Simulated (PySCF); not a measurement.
## Electron correlation in Bi²⁺ (bismuth, charge +2)

[Xe] 4f14 5d10 6s2 6p1, 2P determinant. All numbers are calculated (PySCF 2.14, scalar relativity through the core potential, in def2-TZVP with the def2 core potential (60 electrons)). Frozen: 5s2 5p6 5d10; 3 electrons correlated.

MP2 pair energies summed by pair of shells (mhartree):

```
 pair  energy  share (%)
6s-6s  -15.97       56.3
6s-6p  -12.42       43.7
```

Total MP2 correlation energy: -28.38 mhartree.

Same-spin part -2.13 and opposite-spin part -26.26 mhartree; SCS-MP2 scales them by 1/3 and 6/5 to -32.21 mhartree.

```
  level  correlation energy (mhartree)
   CCSD                         -37.05
    (T)                          -0.36
CCSD(T)                         -37.41
```

Diagnostics: T1 = 0.0060, D1 = 0.0138, largest double amplitude 0.073.

Spin-orbit coupling, absent here, splits the open shell strongly.

Cost of the coupled-cluster step: 0.56 s of wall time on 1 thread of Intel(R) Xeon(R) Platinum 8559C (shared host), for 3 correlated electrons.
